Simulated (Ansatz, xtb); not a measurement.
**Ranking isomers of C5H7N3O**

8 gas-phase structures of C5H7N3O, from a drawn sample of its isomers (lower ones may exist). Each was relaxed with GFN2-xTB; where two conformers were screened, the lower at r2SCAN-D4/def2-SVP is listed:

A. `CCn1ncc(C=O)n1`, a singlet
B. `CC(=O)n1cc(C)nn1`, a singlet
C. `COc1nncnc1C`, a singlet
D. `Cc1nn(C)nc1C=O`, a singlet
E. `c1nc([C@@H]2CCO2)n[nH]1`, a singlet
F. `C=C[C@H](O)c1nc[nH]n1`, a singlet
G. `NC/C=N/c1cnco1`, a singlet
H. `CC(=O)c1nncn1C`, a singlet

Make a reasoned guess at their ranking by r2SCAN-D4/def2-SVP single-point energy.

Calculated order at r2SCAN-D4/def2-SVP: H (0.0), B (12.4), D (27.2), A (46.1), G (61.9), F (69.3), C (72.4), E (95.3) kJ/mol. Less than 1 kcal/mol parts F and C, so the order within that pair means little.

Energies above the lowest of each column, in kJ/mol; the last columns are at PBE0-D3(BJ)/def2-SVP geometries and were run for some of them only (a dash: not run or not comparable):

| structure | GFN2-xTB | HF/STO-3G | r2SCAN-D4/def2-SVP | PBE0-D3(BJ)/def2-SVP | CCSD(T)/def2-SVP + ΔMP2/def2-TZVPP |
| --- | --- | --- | --- | --- | --- |
| H | 0.0 | 14.4 | 0.0 | 0.0 | 0.0 |
| B | 24.9 | 15.3 | 12.4 | 12.5 | 14.7 |
| D | 47.6 | 45.3 | 27.2 | 26.8 | 35.4 |
| A | 65.1 | 55.3 | 46.1 | 43.7 | 46.6 |
| G | 65.4 | 92.8 | 61.9 | 59.4 | – |
| F | 95.8 | 131.5 | 69.3 | – | – |
| C | 48.0 | 40.0 | 72.4 | – | – |
| E | 61.9 | 0.0 | 95.3 | – | – |

CCSD(T)/def2-SVP + ΔMP2/def2-TZVPP puts H lowest of those it was run on; HF/STO-3G picks E. Some further structures that were screened fall inside this span and aren't listed. Flexible structures stand in one conformer each, not always the lowest. Frequencies (GFN2-xTB) were run for A, B, D, H alone. ΔMP2 is the change of the MP2 energy from the smaller to the larger basis.

Over these structures GFN2-xTB departs from r2SCAN-D4/def2-SVP by 16.7 kJ/mol on average once a common shift is removed. A GFN2-xTB relaxation took about 0.054 s and the r2SCAN-D4/def2-SVP energy about 2.4 s on a shared host (Ansatz 0.2.0, xtb 6.7.1).
